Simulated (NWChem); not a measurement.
System: CH4AlBrO; SMILES [Al]([OH])([Br])[CH3]

Excerpt of the output:

```
             Northwest Computational Chemistry Package (NWChem) 7.3.0
             --------------------------------------------------------

 C1  symmetry detected

                             Geometry "geometry" -> ""
                             -------------------------

 Output coordinates in angstroms (scale by  1.889725989 to convert to a.u.)

  No.       Tag          Charge          X              Y              Z
 ---- ---------------- ---------- -------------- -------------- --------------
    1 Al                  13.0000    -0.05277272    -0.95128054     0.00005463
    2 Br                  35.0000     0.01832681     1.31611707     0.00000036
    3 C                    6.0000     1.56141782    -2.01549088    -0.00000520
    4 H                    1.0000     1.32612173    -3.09061395     0.00265272
    5 H                    1.0000     2.18130871    -1.79286573     0.88343489
    6 H                    1.0000     2.17834407    -1.79676689    -0.88651007
    7 O                    8.0000    -1.57315485    -1.70723707    -0.00001218
    8 H                    1.0000    -2.42443577    -1.26636208    -0.00017187

 Effective nuclear repulsion energy (a.u.)     289.9439737112

                                 NWChem DFT Module
                                 -----------------

 Summary of "ao basis" -> "ao basis" (spherical)
 ------------------------------------------------------------------------------
       Tag                 Description            Shells   Functions and Types
 ---------------- ------------------------------  ------  ---------------------
 Al                         def2-svp                 8       18   4s3p1d
 Br                         def2-svp                12       32   5s4p3d
 C                          def2-svp                 6       14   3s2p1d
 H                          def2-svp                 3        5   2s1p
 O                          def2-svp                 6       14   3s2p1d

            General Information
            -------------------
          SCF calculation type: DFT
          Wavefunction type:  closed shell.
          No. of atoms     :     8
          No. of electrons :    66
           Alpha electrons :    33
            Beta electrons :    33
          Charge           :     0
          Spin multiplicity:     1
          Use of symmetry is: off; symmetry adaption is: off
          Maximum number of iterations: 150
          AO basis - number of functions:    98
                     number of shells:    44
          Convergence on energy requested:  1.00D-06
          Convergence on density requested:  1.00D-05
          Convergence on gradient requested:  5.00D-04

              XC Information
              --------------
                      r^2SCAN Method XC Functional
               r^2SCAN metaGGA Exchange Functional  1.000
                     r^2SCAN Correlation Potential  1.000

             Grid Information
             ----------------
          Grid used for XC integration:  coarse
          Radial quadrature: Mura-Knowles
          Angular quadrature: Lebedev.
          Tag              B.-S. Rad. Rad. Pts. Rad. Cut. Ang. Pts.
          ---              ---------- --------- --------- ---------
          Al                  1.25       70           8.0       302
          Br                  1.15       95          11.0       302
          C                   0.70       35          10.0       302
          H                   0.35       35          11.0       302
          O                   0.60       35          10.0       302
          Grid pruning is: on
          Number of quadrature shells:   375
          Spatial weights used:  Erf1

      Superposition of Atomic Density Guess
      -------------------------------------

 Sum of atomic energies:       -2928.19030617

      Non-variational initial energy
      ------------------------------

 Total energy =   -2929.412109
 1-e energy   =   -4651.112997
 2-e energy   =    1431.756914
 HOMO         =      -0.381700
 LUMO         =      -0.007773

     ---------------------------------------------
      Total Density - Mulliken Population Analysis
     ---------------------------------------------

    Atom       Charge   Shell Charges
 -----------   ------   -------------------------------------------------------
    1 Al  13    11.74   2.00  1.99  0.75  0.08  5.93  0.53  0.26  0.20
    2 Br  35    35.48   2.00  2.00  2.00  1.37  0.58  6.00  5.99  2.40  3.13  8.23  1.73  0.05
    3 C    6     6.68   1.99  0.96  0.30  2.12  1.30  0.01
    4 H    1     0.86   0.65  0.18  0.03
    5 H    1     0.86   0.65  0.18  0.03
    6 H    1     0.86   0.65  0.18  0.03
    7 O    8     8.89   1.99  1.11  0.64  3.15  1.99  0.00
    8 H    1     0.65   0.52  0.07  0.06

   convergence    iter        energy       DeltaE   RMS-Dens  Diis-err
 ---------------- ----- ----------------- --------- --------- ---------
 d= 0,ls=0.0,diis     1  -2931.8086869486 -3.22D+03  1.44D-02  7.57D-01
 d= 0,ls=0.0,diis     2  -2931.6234939555  1.85D-01  1.05D-02  2.49D+00
 d= 0,ls=0.0,diis     3  -2931.8793360903 -2.56D-01  2.25D-03  7.18D-02
 d= 0,ls=0.0,diis     4  -2931.8855208807 -6.18D-03  9.71D-04  1.15D-02
 d= 0,ls=0.0,diis     5  -2931.8867774168 -1.26D-03  1.75D-04  2.88D-04
  Resetting Diis
 d= 0,ls=0.0,diis     6  -2931.8868184539 -4.10D-05  2.89D-05  1.04D-05
 d= 0,ls=0.0,diis     7  -2931.8868195450 -1.09D-06  1.90D-05  1.18D-06
 d= 0,ls=0.0,diis     8  -2931.8868193803  1.65D-07  1.14D-05  2.59D-06
 d= 0,ls=0.0,diis     9  -2931.8868196759 -2.96D-07  1.39D-06  4.30D-08

         Total DFT energy =    -2931.886819675864
      One electron energy =    -4655.430445032336
           Coulomb energy =     1559.101984428935
    Exchange-Corr. energy =     -125.502332783676
 Nuclear repulsion energy =      289.943973711214

 Numeric. integr. density =       66.000036663710

                       DFT Final Molecular Orbital Analysis
                       ------------------------------------

 Vector   31  Occ=2.000000D+00  E=-2.846953D-01
              MO Center=  3.8D-01, -8.9D-01,  3.0D-05, r^2= 4.5D+00
   Bfn.  Coefficient  Atom+Function         Bfn.  Coefficient  Atom+Function
  ----- ------------  ---------------      ----- ------------  ---------------
    34      0.307827  2 Br py                54     -0.285071  3 C  px
    31      0.283473  2 Br py                84      0.263592  7 O  py
    57     -0.201017  3 C  px                28     -0.187218  2 Br py
    55      0.187680  3 C  py                87      0.182442  7 O  py
     3      0.178540  1 Al s                  9     -0.139861  1 Al py

 Vector   32  Occ=2.000000D+00  E=-2.741340D-01
              MO Center= -2.8D-01,  6.9D-01, -1.1D-05, r^2= 3.1D+00
   Bfn.  Coefficient  Atom+Function         Bfn.  Coefficient  Atom+Function
  ----- ------------  ---------------      ----- ------------  ---------------
    35      0.546991  2 Br pz                32      0.471286  2 Br pz
    29     -0.315602  2 Br pz                85     -0.275050  7 O  pz
    88     -0.215586  7 O  pz                26      0.102676  2 Br pz
    15      0.054431  1 Al d -1              17     -0.029275  1 Al d  1
    47     -0.026353  2 Br d -1

 Vector   33  Occ=2.000000D+00  E=-2.654331D-01
              MO Center=  4.4D-02,  5.8D-01,  1.9D-05, r^2= 3.5D+00
   Bfn.  Coefficient  Atom+Function         Bfn.  Coefficient  Atom+Function
  ----- ------------  ---------------      ----- ------------  ---------------
    33      0.533798  2 Br px                30      0.472589  2 Br px
    27     -0.314160  2 Br px                84      0.176981  7 O  py
    87      0.132188  7 O  py                54      0.131176  3 C  px
    55     -0.123352  3 C  py                24      0.102158  2 Br px
    53     -0.090427  3 C  s                 57      0.090543  3 C  px

 Vector   34  Occ=0.000000D+00  E=-2.281064D-02
              MO Center= -2.5D-02, -8.6D-01,  4.0D-03, r^2= 4.0D+00
   Bfn.  Coefficient  Atom+Function         Bfn.  Coefficient  Atom+Function
  ----- ------------  ---------------      ----- ------------  ---------------
    13      0.776326  1 Al pz                10      0.392953  1 Al pz
    35     -0.262788  2 Br pz                88     -0.220101  7 O  pz
    85     -0.218346  7 O  pz                76      0.196651  6 H  s
     7     -0.195131  1 Al pz                71     -0.195479  5 H  s
    32     -0.164848  2 Br pz                70     -0.120123  5 H  s

 Vector   35  Occ=0.000000D+00  E=-1.744842D-02
              MO Center= -8.6D-02, -7.8D-01, -4.1D-03, r^2= 5.1D+00
   Bfn.  Coefficient  Atom+Function         Bfn.  Coefficient  Atom+Function
  ----- ------------  ---------------      ----- ------------  ---------------
     4      1.235010  1 Al s                 53     -0.631884  3 C  s
    34      0.393449  2 Br py                23     -0.318557  2 Br s
    82     -0.319939  7 O  s                 22     -0.252065  2 Br s
     3      0.234114  1 Al s                  2      0.210062  1 Al s
    52     -0.199046  3 C  s                 31      0.189185  2 Br py

 Vector   36  Occ=0.000000D+00  E= 6.107609D-02
              MO Center= -3.4D-01, -9.2D-01, -2.3D-04, r^2= 6.1D+00
   Bfn.  Coefficient  Atom+Function         Bfn.  Coefficient  Atom+Function
  ----- ------------  ---------------      ----- ------------  ---------------
    11      0.899970  1 Al px                53     -0.821360  3 C  s
    82      0.597433  7 O  s                 66      0.517221  4 H  s
    95     -0.424866  8 H  s                 12      0.361062  1 Al py
     4      0.244866  1 Al s                 33     -0.230606  2 Br px
    34      0.219971  2 Br py                23     -0.216567  2 Br s

     ---------------------------------------------
      Total Density - Mulliken Population Analysis
     ---------------------------------------------

    Atom       Charge   Shell Charges
 -----------   ------   -------------------------------------------------------
    1 Al  13    12.18   2.00  1.98  0.78 -0.00  5.92  0.79  0.41  0.30
    2 Br  35    35.35   2.00  2.00  1.99  1.42  0.54  6.00  5.98  2.39  3.02  8.19  1.74  0.09
    3 C    6     6.45   1.99  0.89  0.31  2.09  1.16  0.01
    4 H    1     0.92   0.72  0.17  0.03
    5 H    1     0.92   0.72  0.17  0.03
    6 H    1     0.92   0.72  0.17  0.03
    7 O    8     8.47   1.99  1.07  0.66  2.87  1.88  0.01
    8 H    1     0.79   0.67  0.05  0.07

     -------------------------------------------
      Total Density - Lowdin Population Analysis
     -------------------------------------------

    Atom       Charge   Shell Charges
 -----------   ------   -------------------------------------------------------
    1 Al  13    12.57   2.00  1.93  0.54  0.21  5.81  0.93  0.66  0.49
    2 Br  35    35.12   2.00  2.00  1.96  1.12  0.73  5.99  5.82  2.48  3.01  7.84  2.03  0.15
    3 C    6     6.33   1.97  0.59  0.35  1.88  1.51  0.04
    4 H    1     0.95   0.62  0.26  0.07
    5 H    1     0.95   0.62  0.26  0.07
    6 H    1     0.95   0.62  0.26  0.07
    7 O    8     8.23   1.97  0.87  0.60  2.71  2.07  0.01
    8 H    1     0.91   0.55  0.17  0.19

     Multipole analysis of the density
     ---------------------------------

     L   x y z        total         alpha         beta         nuclear
     -   - - -        -----         -----         ----         -------
     0   0 0 0     -0.000000    -33.000000    -33.000000     66.000000

     1   1 0 0     -0.103965     -0.051982     -0.051982      0.000000
     1   0 1 0     -0.323855     -0.161928     -0.161928     -0.000000
     1   0 0 1     -0.000138     -0.000069     -0.000069      0.000000

     2   2 0 0    -29.624751   -106.971584   -106.971584    184.318418
     2   1 1 0     -1.382173      7.794496      7.794496    -16.971166
     2   1 0 1      0.000187      0.000233      0.000233     -0.000278
     2   0 2 0    -35.413426   -263.536442   -263.536442    491.659457
     2   0 1 1      0.000480     -0.000762     -0.000762      0.002005
     2   0 0 2    -30.290399    -17.941994    -17.941994      5.593588

            General Information
            -------------------
          SCF calculation type: DFT
          Wavefunction type:  closed shell.
          No. of atoms     :     8
          No. of electrons :    66
           Alpha electrons :    33
            Beta electrons :    33
          Charge           :     0
          Spin multiplicity:     1
          Use of symmetry is: off; symmetry adaption is: off
          Maximum number of iterations: 150
          AO basis - number of functions:    98
                     number of shells:    44
          Convergence on energy requested:  1.00D-06
          Convergence on density requested:  1.00D-05
          Convergence on gradient requested:  5.00D-04

              XC Information
              --------------
                      r^2SCAN Method XC Functional
               r^2SCAN metaGGA Exchange Functional  1.000
                     r^2SCAN Correlation Potential  1.000

             Grid Information
             ----------------
          Grid used for XC integration:  coarse
          Radial quadrature: Mura-Knowles
          Angular quadrature: Lebedev.
          Tag              B.-S. Rad. Rad. Pts. Rad. Cut. Ang. Pts.
          ---              ---------- --------- --------- ---------
          Al                  1.25       70           8.0       302
          Br                  1.15       95          11.0       302
          C                   0.70       35          10.0       302
          H                   0.35       35          11.0       302
          O                   0.60       35          10.0       302
          Grid pruning is: on
          Number of quadrature shells:   375
          Spatial weights used:  Erf1

          Convergence Information
          -----------------------
          Convergence aids based upon iterative change in
          total energy or number of iterations.
          Levelshifting, if invoked, occurs when the
          HOMO/LUMO gap drops below (HL_TOL):  1.00D-02
          DIIS, if invoked, will attempt to extrapolate
          using up to (NFOCK): 10 stored Fock matrices.

                    Damping( 0%)  Levelshifting(0.5)       DIIS
                  --------------- ------------------- ---------------
          dE  on:    start            ASAP                start
          dE off:    2 iters        150 iters           150 iters

                            NWChem DFT Gradient Module
                            --------------------------

  charge          =   0.00
  wavefunction    = closed shell

                         DFT ENERGY GRADIENTS

    atom               coordinates                        gradient
                 x          y          z           x          y          z
   1 Al     -0.099726  -1.797660   0.000103   -0.000573   0.000224  -0.000000
   2 Br      0.034633   2.487101   0.000001   -0.000150  -0.000573   0.000000
   3 C       2.950652  -3.808725  -0.000010    0.002011  -0.000967  -0.000003
   4 H       2.506007  -5.840413   0.005013   -0.000275   0.000683   0.000000
   5 H       4.122076  -3.388025   1.669450   -0.000699   0.000101  -0.000263
   6 H       4.116473  -3.395397  -1.675261   -0.000699   0.000103   0.000265
   7 O      -2.972832  -3.226210  -0.000023   -0.002016   0.001440  -0.000001
   8 H      -4.581519  -2.393077  -0.000325    0.002401  -0.001011   0.000000
```

Level: r2SCAN/def2-SVP. Geometry: optimised at PBE0/def2-SVP.

Question: Reconstruct the input file.

Answer: This is not unique; one that fits is the input that was run:
```
start job
memory heap 200 mb stack 900 mb global 1100 mb
geometry units angstroms noautoz
  Al     0.005223    -0.970519     0.044987
  Br    -0.074448     1.252222     0.491330
  C      1.678700    -1.938348     0.014385
  H      1.516043    -3.002047    -0.216587
  H      2.193397    -1.868145     0.986214
  H      2.363244    -1.519313    -0.740690
  O     -1.454449    -1.780069    -0.266491
  H     -2.329000    -1.387441    -0.273825
end
basis spherical
  Al library def2-svp
  Br library def2-svp
  C library def2-svp
  H library def2-svp
  O library def2-svp
end
dft
  xc r2scan
  grid coarse
  iterations 150
  mulliken
end
task dft gradient
```
